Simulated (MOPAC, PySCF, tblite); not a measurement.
Scan of F₄Ti, singlet: flattening of a tetrahedron along the D2d path, bond length relaxed. Scanned: the two opposite F-Ti-F angles (109.47 = tetrahedral, 180 = square planar). Other coordinates (Ti-F bond length) were minimised at PBE0/def2-TZVP.

Methods: PM6, restricted, heats of formation (MOPAC); GFN2-xTB, 300 K electronic temperature (tblite); RKS-B3LYP/6-31G* = restricted B3LYP/6-31G*, spherical d in PySCF; wB97X-V/def2-TZVP, density fitting (PySCF).

Energies relative to the lowest point of each profile, in kcal/mol; the last columns give the difference from wB97X-V:

```json
[
 {"a / °": "90", "PM6": "5.7", "GFN2-xTB": "11.9", "RKS-B3LYP/6-31G*": "13.0", "wB97X-V": "12.4", "PM6 − wB97X-V": "-6.7", "GFN2-xTB − wB97X-V": "-0.5", "RKS-B3LYP/6-31G* − wB97X-V": "0.6"},
 {"a / °": "95", "PM6": "3.2", "GFN2-xTB": "6.3", "RKS-B3LYP/6-31G*": "6.8", "wB97X-V": "6.5", "PM6 − wB97X-V": "-3.3", "GFN2-xTB − wB97X-V": "-0.2", "RKS-B3LYP/6-31G* − wB97X-V": "0.3"},
 {"a / °": "100", "PM6": "1.3", "GFN2-xTB": "2.6", "RKS-B3LYP/6-31G*": "2.8", "wB97X-V": "2.7", "PM6 − wB97X-V": "-1.3", "GFN2-xTB − wB97X-V": "-0.1", "RKS-B3LYP/6-31G* − wB97X-V": "0.1"},
 {"a / °": "105", "PM6": "0.3", "GFN2-xTB": "0.6", "RKS-B3LYP/6-31G*": "0.6", "wB97X-V": "0.6", "PM6 − wB97X-V": "-0.3", "GFN2-xTB − wB97X-V": "0.0", "RKS-B3LYP/6-31G* − wB97X-V": "0.0"},
 {"a / °": "109.47", "PM6": "0.0", "GFN2-xTB": "0.0", "RKS-B3LYP/6-31G*": "0.0", "wB97X-V": "0.0", "PM6 − wB97X-V": "0.0", "GFN2-xTB − wB97X-V": "0.0", "RKS-B3LYP/6-31G* − wB97X-V": "0.0"},
 {"a / °": "115", "PM6": "0.4", "GFN2-xTB": "0.8", "RKS-B3LYP/6-31G*": "0.8", "wB97X-V": "0.8", "PM6 − wB97X-V": "-0.4", "GFN2-xTB − wB97X-V": "0.0", "RKS-B3LYP/6-31G* − wB97X-V": "0.0"},
 {"a / °": "120", "PM6": "1.4", "GFN2-xTB": "2.7", "RKS-B3LYP/6-31G*": "2.9", "wB97X-V": "2.8", "PM6 − wB97X-V": "-1.4", "GFN2-xTB − wB97X-V": "-0.1", "RKS-B3LYP/6-31G* − wB97X-V": "0.1"},
 {"a / °": "130", "PM6": "4.4", "GFN2-xTB": "9.7", "RKS-B3LYP/6-31G*": "10.5", "wB97X-V": "10.1", "PM6 − wB97X-V": "-5.7", "GFN2-xTB − wB97X-V": "-0.4", "RKS-B3LYP/6-31G* − wB97X-V": "0.4"},
 {"a / °": "140", "PM6": "8.2", "GFN2-xTB": "19.6", "RKS-B3LYP/6-31G*": "21.6", "wB97X-V": "20.7", "PM6 − wB97X-V": "-12.5", "GFN2-xTB − wB97X-V": "-1.1", "RKS-B3LYP/6-31G* − wB97X-V": "0.9"},
 {"a / °": "150", "PM6": "12.0", "GFN2-xTB": "30.8", "RKS-B3LYP/6-31G*": "34.3", "wB97X-V": "32.9", "PM6 − wB97X-V": "-20.9", "GFN2-xTB − wB97X-V": "-2.2", "RKS-B3LYP/6-31G* − wB97X-V": "1.4"},
 {"a / °": "160", "PM6": "15.1", "GFN2-xTB": "41.2", "RKS-B3LYP/6-31G*": "46.6", "wB97X-V": "44.8", "PM6 − wB97X-V": "-29.7", "GFN2-xTB − wB97X-V": "-3.6", "RKS-B3LYP/6-31G* − wB97X-V": "1.8"},
 {"a / °": "170", "PM6": "17.1", "GFN2-xTB": "48.7", "RKS-B3LYP/6-31G*": "55.6", "wB97X-V": "53.5", "PM6 − wB97X-V": "-36.4", "GFN2-xTB − wB97X-V": "-4.8", "RKS-B3LYP/6-31G* − wB97X-V": "2.1"},
 {"a / °": "180", "PM6": "17.8", "GFN2-xTB": "51.5", "RKS-B3LYP/6-31G*": "59.0", "wB97X-V": "56.7", "PM6 − wB97X-V": "-38.9", "GFN2-xTB − wB97X-V": "-5.2", "RKS-B3LYP/6-31G* − wB97X-V": "2.3"}
]
```

PM6 is furthest from wB97X-V at 180 (-38.9 kcal/mol, below); its mean absolute difference over the points is 12.1 kcal/mol.

GFN2-xTB is furthest from wB97X-V at 180 (-5.2 kcal/mol, below); its mean absolute difference over the points is 1.4 kcal/mol.

RKS-B3LYP/6-31G* is furthest from wB97X-V at 180 (2.3 kcal/mol, above); its mean absolute difference over the points is 0.8 kcal/mol.
